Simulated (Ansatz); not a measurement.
**Two structures, one formula**

The two ends of one reaction step of GaH4BrO2, singlet (PBE0-D4/def2-TZVP).

A:

| atom | x (Å) | y (Å) | z (Å) |
| --- | --- | --- | --- |
| Ga1 | -0.2064 | -0.5967 | 0.2022 |
| Br2 | 1.8397 | -1.5848 | -0.0346 |
| O3 | -1.3812 | -0.6081 | -1.1171 |
| O4 | -0.6975 | 0.1233 | 1.7388 |
| H5 | 1.0985 | 1.6742 | -0.6919 |
| H6 | 0.4118 | 1.9596 | -0.6004 |
| H7 | -1.0497 | -1.0371 | -1.9092 |
| H8 | -0.0152 | 0.0693 | 2.4120 |

B:

Ga1  (-0.682, 0.273, 0.092)
Br2  (2.166, -0.822, -0.306)
O3  (-1.422, -0.957, -0.967)
O4  (-0.763, -0.248, 1.796)
H5  (2.789, 0.373, -0.760)
H6  (-0.257, 1.699, -0.375)
H7  (-1.429, -0.711, -1.893)
H8  (-0.403, 0.393, 2.411)
(Å)

Program: Ansatz 0.2.0. Basis: def2-TZVPP. Cores are frozen in the correlated methods. Filled d shells of the heavier atoms are correlated. The def2 sets are not built for correlating such inner shells, so the correlated values are less sure here. B3LYP uses VWN-RPA correlation.

Q: Which structure is lower at CCSD(T), and by how much? (To be estimated.)

A: The calculation gives: A, by 23.53 kcal/mol (electronic energy, against the other). By their contacts, A is a complex of GaH₂BrO₂ ([OH][Ga]([OH])[Br]) + H₂ and B is a complex of GaH₃O₂ ([OH][GaH][OH]) + HBr.

All methods give the same order:

| method | E(B) − E(A) (kcal/mol) |
| --- | --- |
| SPW92 | 19.97 |
| PBE-D4 | 22.80 |
| BLYP-D4 | 22.77 |
| r2SCAN-D4 | 24.23 |
| B97M-V | 21.11 |
| PBE0-D4 | 23.41 |
| B3LYP-D4 | 23.10 |
| r2SCAN0-D4 | 24.49 |
| BHLYP-D4 | 23.87 |
| CAM-B3LYP-D4 | 22.11 |
| wB97X-V | 23.17 |
| wB97M-V | 22.90 |
| B2PLYP | 23.97 |
| PBE-QIDH | 24.64 |
| RPA on PBE | 22.04 |
| HF | 25.46 |
| MP2 | 25.37 |
| CCSD | 23.17 |
| CCSD(T) | 23.53 |

The T1 diagnostic stays at or below 0.012.

Labels in which every atom is bracketed show which atoms are joined, not bond orders.

For scale, one of the runs: CCSD(T)/def2-TZVPP, 214 basis functions, launched by `ansatz run in.yaml --threads 8 --pin off --events-out ev --progress --plain --max-ram 19148MiB`. Hardware: 8 CPU threads of an AMD EPYC 9R45, shared host. Wall time 30 s; peak host memory 3.4 GiB.
